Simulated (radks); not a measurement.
The numbers below are computed, except where a source is named.
Initial-state core-level shifts of the gallium ion Ga3+ when its valence configuration changes from [Ar] 3d10. Code: a radial shooting solver on a logarithmic mesh with Libxc functionals. Model: Dirac Kohn-Sham, BLYP, spin-unpolarised, spherical densities, point nucleus; open shells fill j = l - 1/2 first. Shifts are changes of the shell-averaged eigenvalues in eV (positive: less bound).

valence           1s       2s       3s       3p
3d9.5 4s0.5   -4.890   -5.424   -4.606   -4.499
3d8 4s2      -21.294  -23.693  -19.521  -19.069
3d9 4s1      -10.080  -11.193   -9.411   -9.192
3d8 4p2      -23.979  -26.338  -22.218  -21.749
3d9.5 4p0.5   -5.619   -6.129   -5.337   -5.226
3d8 4s1 4p1  -22.657  -25.034  -20.887  -20.426
3d9 4p1      -11.502  -12.578  -10.838  -10.611
3d7 4p3      -37.485  -41.302  -34.119  -33.405
